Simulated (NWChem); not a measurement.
System: CH6AsB; SMILES CB[AsH2]

The following NWChem deck was run.

```
start job
memory heap 200 mb stack 900 mb global 1100 mb
geometry units angstroms noautoz
  B     -0.616564     1.109874     0.065021
  As     0.022242    -0.789115    -0.036512
  H     -0.867179    -1.387747     1.035727
  H      1.269646    -0.665415     0.819930
  H     -1.817528     1.270328     0.096726
  C      0.323870     2.349884    -0.036629
  H      0.203283     2.918043     0.906117
  H     -0.017902     3.041865    -0.825798
  H      1.394327     2.140491    -0.172339
end
basis spherical
  B library 6-31g*
  As library 6-31g*
  H library 6-31g*
  C library 6-31g*
end
dft
  xc scan
  iterations 150
  mulliken
end
task dft gradient
```

Excerpt of the output:

```
             Northwest Computational Chemistry Package (NWChem) 7.3.0
             --------------------------------------------------------

 C1  symmetry detected

                             Geometry "geometry" -> ""
                             -------------------------

 Output coordinates in angstroms (scale by  1.889725989 to convert to a.u.)

  No.       Tag          Charge          X              Y              Z
 ---- ---------------- ---------- -------------- -------------- --------------
    1 B                    5.0000    -0.62761796     1.08344669     0.00537194
    2 As                  33.0000     0.04110593    -0.80712285    -0.05027354
    3 H                    1.0000    -0.91742949    -1.41888064     0.95276619
    4 H                    1.0000     1.22011672    -0.66918486     0.89615026
    5 H                    1.0000    -1.82958831     1.22863563    -0.05166034
    6 C                    6.0000     0.30186977     2.33543639    -0.02541761
    7 H                    1.0000     0.10469696     2.90033400     0.90631705
    8 H                    1.0000     0.01056744     3.02445072    -0.83710457
    9 H                    1.0000     1.38201205     2.13984757    -0.08179572

 Effective nuclear repulsion energy (a.u.)     152.9116167819

                                 NWChem DFT Module
                                 -----------------

 Summary of "ao basis" -> "ao basis" (spherical)
 ------------------------------------------------------------------------------
       Tag                 Description            Shells   Functions and Types
 ---------------- ------------------------------  ------  ---------------------
 B                           6-31g*                  6       14   3s2p1d
 As                          6-31g*                 12       32   5s4p3d
 H                           6-31g*                  2        2   2s
 C                           6-31g*                  6       14   3s2p1d

            General Information
            -------------------
          SCF calculation type: DFT
          Wavefunction type:  closed shell.
          No. of atoms     :     9
          No. of electrons :    50
           Alpha electrons :    25
            Beta electrons :    25
          Charge           :     0
          Spin multiplicity:     1
          Use of symmetry is: off; symmetry adaption is: off
          Maximum number of iterations: 150
          AO basis - number of functions:    72
                     number of shells:    36
          Convergence on energy requested:  1.00D-06
          Convergence on density requested:  1.00D-05
          Convergence on gradient requested:  5.00D-04

              XC Information
              --------------
                         SCAN Method XC Functional
                  SCAN metaGGA Exchange Functional  1.000
                        SCAN Correlation Potential  1.000

             Grid Information
             ----------------
          Grid used for XC integration:  medium
          Radial quadrature: Mura-Knowles
          Angular quadrature: Lebedev.
          Tag              B.-S. Rad. Rad. Pts. Rad. Cut. Ang. Pts.
          ---              ---------- --------- --------- ---------
          B                   0.85       49           8.0       434
          As                  1.15      112          10.0       590
          H                   0.35       45          11.0       434
          C                   0.70       49          10.0       434
          Grid pruning is: on
          Number of quadrature shells:   480
          Spatial weights used:  Erf1

      Superposition of Atomic Density Guess
      -------------------------------------

 Sum of atomic energies:       -2299.02118555

      Non-variational initial energy
      ------------------------------

 Total energy =   -2300.411961
 1-e energy   =   -3503.357112
 2-e energy   =    1050.033534
 HOMO         =      -0.266429
 LUMO         =      -0.004184

     ---------------------------------------------
      Total Density - Mulliken Population Analysis
     ---------------------------------------------

    Atom       Charge   Shell Charges
 -----------   ------   -------------------------------------------------------
    1 B    5     4.71   2.00  0.63  1.09  0.50  0.46  0.04
    2 As  33    33.31   2.00  2.00  6.00  2.00  5.99  1.39  2.56  0.33  0.96  6.91  2.95  0.22
    3 H    1     0.89   0.42  0.48
    4 H    1     0.90   0.42  0.48
    5 H    1     1.02   0.50  0.53
    6 C    6     6.92   2.00  0.73  2.12  0.70  1.35  0.02
    7 H    1     0.74   0.44  0.30
    8 H    1     0.75   0.45  0.30
    9 H    1     0.76   0.46  0.30

   convergence    iter        energy       DeltaE   RMS-Dens  Diis-err
 ---------------- ----- ----------------- --------- --------- ---------
 d= 0,ls=0.0,diis     1  -2302.2335392074 -2.46D+03  7.70D-03  2.55D-01
 d= 0,ls=0.0,diis     2  -2302.2594509339 -2.59D-02  3.99D-03  7.57D-02
 d= 0,ls=0.0,diis     3  -2302.2647100138 -5.26D-03  2.27D-03  2.59D-02
 d= 0,ls=0.0,diis     4  -2302.2683794677 -3.67D-03  6.31D-04  1.19D-03
 d= 0,ls=0.0,diis     5  -2302.2686238027 -2.44D-04  1.06D-04  1.00D-04
  Resetting Diis
 d= 0,ls=0.0,diis     6  -2302.2686387494 -1.49D-05  2.16D-05  1.60D-06
 d= 0,ls=0.0,diis     7  -2302.2686389939 -2.45D-07  1.05D-05  1.21D-07
 d= 0,ls=0.0,diis     8  -2302.2686389919  1.99D-09  5.71D-06  1.27D-07

         Total DFT energy =    -2302.268638991934
      One electron energy =    -3506.550775114888
           Coulomb energy =     1146.258019603295
    Exchange-Corr. energy =      -94.887500262240
 Nuclear repulsion energy =      152.911616781900

 Numeric. integr. density =       49.999970494825

                       DFT Final Molecular Orbital Analysis
                       ------------------------------------

 Vector   23  Occ=2.000000D+00  E=-3.008916D-01
              MO Center= -3.5D-01,  1.1D+00,  1.1D-01, r^2= 3.4D+00
   Bfn.  Coefficient  Atom+Function         Bfn.  Coefficient  Atom+Function
  ----- ------------  ---------------      ----- ------------  ---------------
    56     -0.287741  6 C  py                 3      0.268717  1 B  px
     4      0.213302  1 B  py                55     -0.203563  6 C  px
    48      0.174574  3 H  s                 52     -0.173946  5 H  s
    26     -0.164606  2 As py                60     -0.159703  6 C  py
    51     -0.158863  5 H  s                 47      0.153019  3 H  s

 Vector   24  Occ=2.000000D+00  E=-2.887205D-01
              MO Center= -2.2D-01,  2.1D-01,  4.6D-02, r^2= 3.5D+00
   Bfn.  Coefficient  Atom+Function         Bfn.  Coefficient  Atom+Function
  ----- ------------  ---------------      ----- ------------  ---------------
    27      0.347012  2 As pz                24      0.267876  2 As s
    26     -0.239285  2 As py                 3     -0.197395  1 B  px
    52      0.194246  5 H  s                 50      0.182275  4 H  s
    51      0.169793  5 H  s                  4      0.162742  1 B  py
    49      0.157761  4 H  s                 23     -0.149954  2 As pz

 Vector   25  Occ=2.000000D+00  E=-2.273281D-01
              MO Center= -4.6D-02, -4.6D-01, -1.6D-01, r^2= 2.9D+00
   Bfn.  Coefficient  Atom+Function         Bfn.  Coefficient  Atom+Function
  ----- ------------  ---------------      ----- ------------  ---------------
    26      0.412957  2 As py                27      0.391389  2 As pz
    24      0.258141  2 As s                  4     -0.213715  1 B  py
    31      0.194748  2 As pz                22     -0.172381  2 As py
    30      0.169549  2 As py                23     -0.164959  2 As pz
    28     -0.134377  2 As s                 25     -0.133101  2 As px

 Vector   26  Occ=0.000000D+00  E=-6.706092D-02
              MO Center= -4.7D-01,  8.2D-01,  6.3D-02, r^2= 2.9D+00
   Bfn.  Coefficient  Atom+Function         Bfn.  Coefficient  Atom+Function
  ----- ------------  ---------------      ----- ------------  ---------------
     9      0.570161  1 B  pz                 5      0.486309  1 B  pz
    50     -0.241454  4 H  s                 48     -0.235514  3 H  s
    68     -0.213960  7 H  s                 24     -0.191201  2 As s
    28      0.182740  2 As s                 70      0.175859  8 H  s
    26     -0.126300  2 As py                30     -0.106296  2 As py

 Vector   27  Occ=0.000000D+00  E= 2.244836D-02
              MO Center=  4.7D-02, -6.5D-01, -4.5D-03, r^2= 3.6D+00
   Bfn.  Coefficient  Atom+Function         Bfn.  Coefficient  Atom+Function
  ----- ------------  ---------------      ----- ------------  ---------------
    48      0.819264  3 H  s                 50     -0.775412  4 H  s
    29      0.727247  2 As px                25      0.536290  2 As px
    58     -0.408092  6 C  s                 30      0.387404  2 As py
    26      0.218956  2 As py                52      0.208801  5 H  s
    21     -0.182542  2 As px                68      0.180806  7 H  s

[...]

                         DFT ENERGY GRADIENTS

    atom               coordinates                        gradient
                 x          y          z           x          y          z
   1 B      -1.186026   2.047417   0.010152    0.005064  -0.000483  -0.000151
   2 As      0.077679  -1.525241  -0.095003   -0.000108  -0.000348   0.002354
   3 H      -1.733690  -2.681296   1.800467   -0.000204  -0.000262  -0.001091
   4 H       2.305686  -1.264576   1.693478    0.000180  -0.000229  -0.000940
   5 H      -3.457421   2.321785  -0.097624   -0.005614   0.000377  -0.000134
   6 C       0.570451   4.413335  -0.048032    0.000281  -0.000338  -0.000149
   7 H       0.197849   5.480837   1.712691   -0.000943   0.000855   0.001897
   8 H       0.019970   5.715383  -1.581898   -0.001228   0.001317  -0.001714
   9 H       2.611624   4.043726  -0.154571    0.002573  -0.000888  -0.000071
```

Level: SCAN/6-31G* (spherical d). Geometry: optimised at PBE0/def2-SVP.
